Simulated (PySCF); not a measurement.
# P²⁺ (phosphorus, charge +2) across methods

[Ne] 3s1 3p2, high-spin 4P determinant (an excited configuration). Calculation: PySCF 2.14, in aug-cc-pwCVDZ; the non-relativistic Hamiltonian (point nucleus).

```
   method  E (hartree)  mean ε 2p β (eV)  mean ε 3s α (eV)  mean ε 3p α (eV)  Σ⟨r²⟩ (bohr²)   ⟨S²⟩
BHandHLYP    -339.9098           -160.41           -39.648           -28.711          14.55  3.750
    B3LYP    -339.9082           -153.47           -37.338           -27.128          14.54  3.750
      UHF   -339.44060           -171.04           -43.584           -31.506          14.68  3.750
      LDA    -338.6120           -148.51           -35.768           -26.015          14.59  3.750
     PBE0    -339.7712           -154.45           -37.906           -27.585          14.56  3.750
   r2SCAN    -339.8856           -150.78           -36.536           -26.502          14.52  3.750
      PBE    -339.7346           -148.48           -35.831           -26.115          14.57  3.750
   M06-2X    -339.8683           -160.30           -39.343           -28.524          14.52  3.750
  r2SCAN0    -339.8839           -156.10           -38.377           -27.832          14.53  3.750
```
